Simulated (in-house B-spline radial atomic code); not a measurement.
## Two electrons outside the [Ne] 3s2 3p6 core: Sc⁺

Computed with an all-electron radial atomic-structure program (B-spline basis): configuration interaction (CI) of the two valence electrons in the field of the frozen Dirac-Fock core, alone and with many-body perturbation theory for the core (screened one- and two-electron correlation potentials), Breit and QED terms; no-pair Dirac Hamiltonian, finite nucleus. Labels give the configuration (outer n counted up each series) and the leading LS term, or the jj pair where no LS term holds 70 %.

The lowest nd levels tend to come out too strongly bound in this method, by some 0.05 to 0.2 eV for each d electron where measurements exist, which shifts their lines and rates.

Excitation energies (cm⁻¹):

```json
{"level": "3d4s 3D1", "purity of the LS term": "1.0", "CI alone": "0", "CI + MBPT + Breit + QED": "0", "Landé g of the LS mixture": "0.50", "measured (NIST)": "0"}
{"level": "3d4s 3D2", "purity of the LS term": "0.999", "CI alone": "?", "CI + MBPT + Breit + QED": "?", "Landé g of the LS mixture": "?", "measured (NIST)": "?"}
{"level": "3d4s 3D3", "purity of the LS term": "1.0", "CI alone": "138", "CI + MBPT + Breit + QED": "177", "Landé g of the LS mixture": "1.33", "measured (NIST)": "178"}
{"level": "3d4s 1D2", "purity of the LS term": "0.998", "CI alone": "2281", "CI + MBPT + Breit + QED": "2454", "Landé g of the LS mixture": "1.00", "measured (NIST)": "2541"}
{"level": "3d2 3F2", "purity of the LS term": "1.0", "CI alone": "13944", "CI + MBPT + Breit + QED": "3838", "Landé g of the LS mixture": "0.67", "measured (NIST)": "4803"}
{"level": "3d2 3F3", "purity of the LS term": "1.0", "CI alone": "13994", "CI + MBPT + Breit + QED": "3915", "Landé g of the LS mixture": "1.08", "measured (NIST)": "4884"}
{"level": "3d2 3F4", "purity of the LS term": "1.0", "CI alone": "14061", "CI + MBPT + Breit + QED": "4014", "Landé g of the LS mixture": "1.25", "measured (NIST)": "4988"}
{"level": "3d2 1D2", "purity of the LS term": "0.992", "CI alone": "?", "CI + MBPT + Breit + QED": "?", "Landé g of the LS mixture": "?", "measured (NIST)": "?"}
{"level": "3d2 3P0", "purity of the LS term": "1.0", "CI alone": "20430", "CI + MBPT + Breit + QED": "11337", "Landé g of the LS mixture": "-", "measured (NIST)": "12074"}
{"level": "3d2 3P1", "purity of the LS term": "1.0", "CI alone": "20450", "CI + MBPT + Breit + QED": "11365", "Landé g of the LS mixture": "1.50", "measured (NIST)": "12102"}
{"level": "3d2 3P2", "purity of the LS term": "0.992", "CI alone": "20490", "CI + MBPT + Breit + QED": "11417", "Landé g of the LS mixture": "1.50", "measured (NIST)": "12154"}
{"level": "4s2 1S0", "purity of the LS term": "1.0", "CI alone": "3610", "CI + MBPT + Breit + QED": "12536", "Landé g of the LS mixture": "-", "measured (NIST)": "11736"}
```

(1) Where does 3d2 1D2 lie?

(2) Where does 3d4s 3D2 lie?

(3) What is the first ionisation energy?

Answers

(1) 19119 cm⁻¹ in CI alone and 10594 cm⁻¹ with all corrections; g = 1.00; measured 10945 cm⁻¹.

(2) 53 cm⁻¹ in CI alone and 67 cm⁻¹ with all corrections; g = 1.17; measured 68 cm⁻¹.

(3) 12.764 eV to the 3d3/2 state of the next ion (12.308 eV from CI alone). NIST lists 12.79977 ± 0.00025 eV (measured).
